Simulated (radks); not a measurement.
Eu XXXVII, 27 electrons, occupied as [Ar] 3d9. Calculated with a radial shooting solver on a logarithmic mesh with Libxc functionals: scalar-relativistic Kohn-Sham, PBE, spin-polarised, spherical densities, finite nucleus; open shells are filled with parallel spins first (spin-orbit coupling, left out, can overturn this in heavy ions); Fermi nuclear charge, rms radius 5.1115 fm. Some entries of the table are withheld. Estimate them.

orbital  occ.  eigenvalue (eV)  <r> (bohr)  <1/r> (bohr^-1)
1s up       1        -49934.60     0.02232            70.22
1s down     1        -49934.57     0.02232            70.22
2s up       1        -9476.120     0.09486            16.32
2s down     1        -9472.761     0.09484            16.32
2p up       3        -8616.973     0.08362            15.27
2p down     3        -8614.374     0.08359            15.28
3s up       1        -3173.020      0.2434            6.136
3s down     1        -3169.316      0.2436            6.132
3p up       3              (1)      0.2404            5.797
3p down     3              (2)      0.2405            5.792
3d up       5        -2562.455      0.2165              (3)
3d down     4        -2557.817      0.2167              (4)
4s up       0        -1545.024      0.4843            3.026
4s down     0        -1543.784      0.4845            3.024
4p up       0        -1441.982         (5)            2.883
4p down     0        -1440.748         (6)            2.881

Answer. 
(1) 3p up eigenvalue (eV): -2905.003
(2) 3p down eigenvalue (eV): -2901.228
(3) 3d up <1/r> (bohr^-1): 5.516
(4) 3d down <1/r> (bohr^-1): 5.512
(5) 4p up <r> (bohr): 0.4926
(6) 4p down <r> (bohr): 0.4929
